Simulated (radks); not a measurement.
The numbers below are computed, except where a source is named.
Neutral dysprosium inside a hard spherical wall (all orbitals vanish at R), configuration held at [Xe] 4f10 6s2 and not refilled when levels cross. Code: a radial shooting solver on a logarithmic mesh with Libxc functionals. Model: scalar-relativistic Kohn-Sham, LDA (Slater exchange, VWN5 correlation), spin-unpolarised, spherical densities, point nucleus. Eigenvalues in eV, with the zero of energy where the potential of the charges vanishes at infinity; a dash marks a level that is unbound or too diffuse for the functional's potential to be trusted. A positive occupied level is held by the wall or, in an anion where self-interaction has pushed it up, behind a barrier. The pressure on the wall is -dE/dV.

\begin{tabular}{lrrrrrrrrr}
R (bohr) & E (hartree) & kinetic (hartree) & e(5s) & e(5p) & e(6s) & e(4f) & e(5d, empty) & e(6p, empty) & pressure (GPa) \\ \hline
free & -12149.3828 & 13105.592 & -49.075 & -25.483 & -3.895 & -3.328 & -1.335 & -1.207 & 0 \\
15 & -12149.3828 & 13105.592 & -49.073 & -25.482 & -3.893 & -3.326 & -1.333 & -1.192 & 0.000146 \\
12 & -12149.3825 & 13105.595 & -49.046 & -25.455 & -3.873 & -3.300 & -1.303 & -1.111 & 0.00500 \\
7 & -12149.3426 & 13105.827 & -47.879 & -24.313 & -2.686 & -2.150 & -0.130 & 1.146 & 1.82 \\
6 & -12149.2786 & 13106.111 & -46.886 & -23.357 & -1.313 & -1.153 & 0.954 & 3.396 & 6.52 \\
4 & -12148.5347 & 13108.961 & -41.548 & -18.300 & 10.531 & 4.630 & 7.874 & 20.486 & 150 \\
3.5 & -12147.7757 & 13111.847 & -38.051 & -14.853 & 20.596 & 8.725 & 12.904 & 33.685 & 417 \\
3 & -12146.0533 & 13118.284 & -31.829 & -8.321 & 40.569 & 16.239 & 22.314 & 58.324 & 1350 \\
2 & -12128.5569 & 13176.511 & 10.801 & 41.190 & 187.66 & 61.926 & 88.859 & 223.43 & 26300 \\
1.5 & -12080.1337 & 13322.380 & 110.71 & 157.18 & 485.42 & 137.29 & 229.25 & 539.10 & 195000 \\
\end{tabular}
